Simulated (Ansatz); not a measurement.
This geometry of CH₄BBrFN (9 atoms, charge 0, multiplicity 1) is a first-order saddle point.

Method: RKS PBE0/def2-SVP in Ansatz.

```xyz
9
Properties=species:S:1:pos:R:3
B -0.534 -1.307 0.096
Br 1.800 -1.803 -1.430
N -0.090 -0.103 0.037
C -0.238 1.278 0.375
H 0.957 -0.586 -0.693
F -1.082 -2.454 0.228
H 0.623 1.622 0.968
H -1.153 1.460 0.958
H -0.283 1.893 -0.538
```

Q: Which two structures does it join? (They come from a converged band through this point; their orientation in space is the band's.)

A: Bonds broken: B1–Br2, N3–H5. Bonds formed: Br2–H5. CH4BBrFN becomes BrH + CH3BFN.

Initial state:

```xyz
9
Properties=species:S:1:pos:R:3
B 0.015 -1.305 -0.247
Br 1.072 -2.659 -1.135
N 0.423 0.022 -0.253
C -0.274 1.122 0.371
H 1.284 0.258 -0.731
F -1.105 -1.683 0.362
H 0.342 1.611 1.143
H -1.186 0.746 0.854
H -0.571 1.888 -0.364
```

Final state:

```xyz
9
Properties=species:S:1:pos:R:3
B -0.965 -1.357 0.351
Br 2.294 -0.965 -1.591
N -0.524 -0.193 0.289
C -0.197 1.177 0.334
H 1.091 -0.786 -0.812
F -1.389 -2.577 0.393
H 0.768 1.344 0.840
H -0.964 1.752 0.878
H -0.115 1.604 -0.680
```

Q: How far does it lie above each of them?

A: 3.05 eV above the first and 0.38 eV above the second. This is the barrier of this one path; another mechanism may lie lower. The orbitals stay closed-shell, which can raise the energy where a bond breaks towards radicals; this wasn't checked here.

Run time: 4.6 min on 2 threads of Arm Neoverse V1, with other jobs on the host, peak memory 0.26 GiB.
